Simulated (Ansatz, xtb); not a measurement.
## Isomers of C5H5FN2 in order of energy

3 gas-phase structures of C5H5FN2, from a drawn sample of its isomers (lower ones may exist). Each was relaxed with GFN2-xTB; where two conformers were screened, the lower at r2SCAN-D4/def2-SVP is listed:

A. `C/C=C1\N=CC(F)=N1`, a singlet
B. `C/C=C1/N=CC(F)=N1`, a singlet
C. `C=Cc1nc(F)c[nH]1`, a singlet

**Question.** Which do you expect lowest at r2SCAN-D4/def2-SVP, and how would the others follow?

**Answer.** Calculated order at r2SCAN-D4/def2-SVP: C (0.0), B (36.5), A (37.9) kJ/mol. Less than 1 kcal/mol parts B and A, so the order within that pair means little.

Energies above the lowest of each column, in kJ/mol; the last columns are at B3LYP/def2-SVP geometries:

| structure | GFN2-xTB | HF/STO-3G | r2SCAN-D4/def2-SVP | B3LYP/def2-SVP | CCSD(T)/def2-SVP + ΔMP2/def2-TZVPP |
| --- | --- | --- | --- | --- | --- |
| C | 0.0 | 0.0 | 0.0 | 0.0 | 0.0 |
| B | 50.4 | 5.6 | 36.5 | 35.6 | 23.5 |
| A | 50.8 | 6.2 | 37.9 | 36.9 | 24.8 |

Every level run on C puts it lowest or level with the lowest. Some further structures that were screened fall inside this span and aren't listed. Flexible structures stand in one conformer each, not always the lowest. ΔMP2 is the change of the MP2 energy from the smaller to the larger basis.

Programs: Ansatz 0.2.0, xtb 6.7.1.
